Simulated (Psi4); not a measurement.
Conformational energy of SMILES C[SiH2]Br (CH5BrSi). Scanned: dihedral H4–C1–Si2–Br3; all other coordinates were relaxed at GFN2-xTB.

Geometry of the scan point at 20° (Å):
```
8

C     -1.0216    -0.1923     0.0108
Si     0.7746     0.4014    -0.0241
Br     1.4146     0.5484    -2.1502
H     -1.3045    -0.6784    -0.9201
H     -1.1853    -0.8972     0.8207
H     -1.7055     0.6401     0.1595
H      1.6983    -0.5602     0.5628
H      0.9458     1.7433     0.5151
```

Calculation: DF-MP2 (frozen core)/cc-pVTZ // GFN2-xTB in Psi4.

Scanned values (°): 0, 10, 20, 30, 40, 50, 60, 70, 80, 90, 100, 110.

Locate the minima and the barriers on this grid.

Lower than their neighbours: 60° (0.00 kJ/mol). Higher than their neighbours: 0° (7.19 kJ/mol, end of the scan), 110° (6.70 kJ/mol, end of the scan). The whole profile spans 7.19 kJ/mol.
